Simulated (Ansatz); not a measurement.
Frontier orbitals of BCl$_{2}$H$_{3}$O$_{4}$Si, SMILES `O[Si](O)(O)OB(Cl)Cl`.

Total charge 0; spin multiplicity 1. Geometry: relaxed with PBE0-D4/def2-TZVP. It is one conformer, not always the lowest. Basis def2-TZVPP, Ansatz 0.2.0.

| functional | HOMO (eV) | LUMO (eV) | gap (eV) |
| --- | --- | --- | --- |
| PBE | -7.57 | -1.53 | 6.04 |
| revPBE | -7.50 | -1.40 | 6.10 |
| BLYP | -7.41 | -1.35 | 6.06 |
| PBE0 | -9.05 | -0.54 | 8.51 |
| r2SCANh | -8.49 | -0.85 | 7.64 |
| BHLYP | -10.36 | 0.60 | 10.96 |
| CAM-B3LYP | -10.44 | 0.63 | 11.07 |
| ωB97M-V | -11.33 | 1.57 | 12.90 |

A quarter of exact exchange (PBE0) shifts PBE's HOMO by −1.49 eV and its LUMO by +0.98 eV; full exchange at long range (ωB97M-V) shifts them by −3.76 and +3.09 eV. The gap opens from 6.04 to 12.90 eV, since occupied levels lose self-interaction and empty ones feel all the electrons. A positive LUMO is unbound and depends on the basis.
